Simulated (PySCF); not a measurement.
# Tc: excitation energy

Tc [Kr] 4d5 5s2 (6S) → Tc [Kr] 4d5 5s1 5p1 (8P), as a difference of total energies. All numbers are calculated (PySCF 2.14, scalar relativity by spin-free X2C-1e, in aug-cc-pVTZ-DK (9s8p6d3f2g, 102 functions)). Correlated levels: valence: [Kr] frozen. The calculations carry no spin-orbit coupling.

Question: Order these methods by the excitation energy they give, lowest first.
A. SCS-MP2 (valence)
B. UHF
C. MP2 (valence)
D. CCSD (valence)

Answer: B (0.780 eV), C (1.806 eV), D (1.874 eV), A (2.200 eV).

Errors of the correlated levels include the incompleteness of this basis and the frozen core.

For comparison: 2.112 eV (measured; NIST levels, between the centres of gravity of the two terms).
